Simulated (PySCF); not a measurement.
A structure optimised at PBE-D3(BJ)/def2-SVP, used in a PySCF frequency run:

```xyz
10

Si    -0.6025     1.1022     0.0000
C      0.9661     2.1345     0.0000
N     -0.1951    -0.5857     0.0000
C      0.0653    -1.7653     0.0000
O      0.3254    -2.9199     0.0000
H     -1.4302     1.3781    -1.2240
H     -1.4302     1.3781     1.2240
H      0.7131     3.2147     0.0000
H      1.5784     1.9210    -0.8988
H      1.5784     1.9210     0.8988
```
Charge 0, spin multiplicity 1.

Question: Write its SMILES, formula and point group.

Answer: C[SiH2]N=C=O, C2H5NOSi, Cs

Question: What are its rotational constants (standard atomic weights)?

Answer: 13.336, 1.7258, 1.5723 GHz
